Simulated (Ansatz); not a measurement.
Compare A (`[CH3][GeH2][CH2][AlH2]`) with its isomer B (`[CH3][AlH][CH2][GeH3]`).

Calculated with Ansatz (gas phase, PBE0-D4/def2-TZVP geometries, no zero-point term in ΔE). CCSD(T)/CBS is the MP2 limit (def2-TZVPP, def2-QZVPP) plus CCSD(T) − MP2 in def2-TZVPP, frozen cores. DFT in def2-TZVPP. For Ge outer-core shells are correlated without core-valence functions, which leaves a few kJ/mol of doubt a bond. Scalar relativity is left out up to krypton. One conformer a species, not always the lowest.

**Question.** Which is lower in electronic energy at CCSD(T)/CBS, and by how much? (Best estimate.)

**Answer.** Computed: B, by 13.8 kJ/mol.

**Question.** Give E(B) − E(A) in kJ/mol with CCSD(T)/def2-TZVPP, ωB97M-V, r2SCAN-D4, MP2/def2-TZVPP, CCSD/def2-TZVPP, HF/def2-TZVPP, PBE0-D4. (Estimate.)

**Answer.** Ansatz gave: CCSD(T)/def2-TZVPP -12.1, ωB97M-V -14.8, r2SCAN-D4 -14.6, MP2/def2-TZVPP -11.2, CCSD/def2-TZVPP -14.0, HF/def2-TZVPP -24.6, PBE0-D4 -12.6. None reverses the order clearly.

Largest T1 diagnostic: 0.011.

The D4 term adds +3.4 kJ/mol with B3LYP and +1.7 kJ/mol with PBE0; it sums over pairs of atoms, weighted by their polarisabilities, and B3LYP, whose exchange is more repulsive, gets the larger term. In def2-TZVPP, CCSD(T) changes the Hartree–Fock value by +12.5 kJ/mol (the triples alone add +1.9 kJ/mol) and MP2 by +13.4 kJ/mol.

B3LYP here is the variant with VWN-RPA as its local correlation; programs differ in this.
